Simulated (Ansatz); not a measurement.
```yaml
crystal:
  periodic: [false, false, false]
  atoms:
    - {symbol: C, position_ang: [-1.378510, 1.495267, -0.065613]}
    - {symbol: Si, position_ang: [-0.248268, 0.113542, 0.881445]}
    - {symbol: B, position_ang: [1.243560, -0.462646, -0.316710]}
    - {symbol: N, position_ang: [1.348502, -1.734032, -0.641515]}
    - {symbol: H, position_ang: [-1.965012, 0.791599, -0.895384]}
    - {symbol: H, position_ang: [-2.239156, 1.786362, 0.612908]}
    - {symbol: H, position_ang: [-0.926864, 2.355411, -0.585508]}
    - {symbol: H, position_ang: [-1.057616, -0.916530, 1.598451]}
    - {symbol: H, position_ang: [0.458536, 0.969447, 2.071071]}
    - {symbol: H, position_ang: [1.956199, 0.215220, -1.177440]}
    - {symbol: H, position_ang: [2.088909, -2.241072, -1.139924]}
    - {symbol: H, position_ang: [0.712562, -2.741571, 0.082197]}
basis:
  gaussian: {orbitals: STO-3G}
hamiltonian: {xc: {name: HF}}
correlation: {method: mp2, frozen_orbitals: {C: 0}}
scf: {lower_state_search: off}
```

```sh
$ ansatz run in.yaml --threads 2 --pin off --events-out ev --progress --plain --max-ram 4352MiB
```

Output, abridged:

```
Functional definition: HF
Error: "frozen_orbitals" has no count for Si
```

Task: Something in this input is off. What?

Result: Frozen orbitals are typed for one element alone, and the program wants a count for each. The program refused the input.
